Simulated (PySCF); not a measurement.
# Exact mass, isotope pattern and composition

Species: `[CH2]OC(=O)C1CCC1` [radical].

Calculated from tabulated atomic weights, isotope masses and abundances; no fragmentation.

(1) Find the molar and monoisotopic masses of C6H9O2.

(2) Work out the cluster of the singly charged cation M+, one line a nominal mass.

(3) Elemental analysis, calculated?

(4) How much CO2 and H2O would complete combustion of 10.00 mg give?

(5) Count the protons, neutrons and electrons of the monoisotopic species, and give its exact less its nominal mass.

Answers

(1) For C6H9O2, with standard atomic weights, 6 × 12.011 + 2 × 15.999 + 9 × 1.008 = 113.136 g/mol. From the most abundant isotopes (12C, 16O, 1H), 6 × 12.000000 + 2 × 15.994915 + 9 × 1.007825 = 113.0603 u.

(2) 
```json
{"nominal mass": "113", "m/z (centroid)": "113.0597", "relative intensity": "100.0"}
{"nominal mass": "114", "m/z (centroid)": "114.0631", "relative intensity": "6.7"}
{"nominal mass": "115", "m/z (centroid)": "115.0648", "relative intensity": "0.6"}
```

Lines under 0.1 % of the tallest are left out. One electron mass, 0.00055 u, is taken off.

(3) C 63.70 %, O 28.28 %, H 8.02 %.

(4) 88.39 μmol of compound give 23.34 mg CO2 and 7.17 mg H2O.

(5) 61 protons, 52 neutrons and 61 electrons; 113.0603 − 113 = +0.0603 u.
